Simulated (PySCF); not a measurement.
C₃H₆OSi, SMILES C#C[SiH2]CO. Atoms are numbered in the order given.

```xyz
11

C      1.4955     1.9601     1.0025
C      1.1004     0.8532     0.6751
Si     0.4846    -0.8067     0.1882
C     -1.3576    -0.7228    -0.2628
O     -1.4882     0.0932    -1.4180
H      1.8455     2.9354     1.2873
H      0.6473    -1.7394     1.3378
H      1.2746    -1.3041    -0.9667
H     -1.7280    -1.7572    -0.4292
H     -1.9170    -0.3212     0.6074
H     -2.4312     0.1911    -1.6155
```
Charge 0, spin multiplicity 1.

Geometry: TPSSh-D3(BJ)/def2-SVP. This is a generated structure with no PubChem entry under its InChIKey; it may be hypothetical. One conformer was computed; it need not be the lowest.

These are PBE/pcSseg-1 in PySCF values and carry that method's errors.

GIAO shieldings, no solvent; atoms listed in one row are averaged. δ = σ(ref) − σ: ¹³C against TMS (σ = 182.0 ppm); ²⁹Si against TMS (σ = 335.4 ppm); ¹⁷O against H2O (σ = 334.3 ppm); ¹H against TMS (σ = 31.49 ppm), references at their B3LYP-D3(BJ)/def2-TZVP geometries, non-relativistic.

```tsv
nucleus	atoms	count	δ (ppm)
¹³C	C1	1	103.4
¹³C	C2	1	85.1
¹³C	C4	1	61.0
²⁹Si	Si3	1	-69.2
¹⁷O	O5	1	17.1
¹H	H8	1	4.74
¹H	H7	1	4.51
¹H	H10	1	4.37
¹H	H9	1	4.14
¹H	H6	1	2.49
¹H	H11	1	0.31
```
